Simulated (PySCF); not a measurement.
AgCl, charge +1, multiplicity 2. Atoms are numbered in the order given.

```xyz
2

Ag     0.0000     0.0000    -0.6522
Cl     0.0000     0.0000     1.8032
```
Charge +1, spin multiplicity 2.

The structure is a stationary point at B3LYP-D3(BJ)/def2-TZVPD. The multiplicity is an assumed one; other spin states were not compared. The def2 effective core potentials stand for the cores of Ag; spin–orbit coupling is left out.

Level of theory: M06-2X/def2-TZVPD run with PySCF.

Mulliken values depend strongly on the basis, most of all with diffuse functions as here. ESP charges are fitted to the potential on shells at 1.4 to 2.0 van der Waals radii. Atomic charges (e):

```csv
atom,Mulliken,ESP fit,Mulliken spin
Ag1,0.82,(withheld),0.01
Cl2,0.18,(withheld),0.99
```

Problem. Fill in the missing entries. (Estimate from the structure and the level; the computed values follow.)

Solution. 
- Ag1, ESP fit: 0.82
- Cl2, ESP fit: 0.18
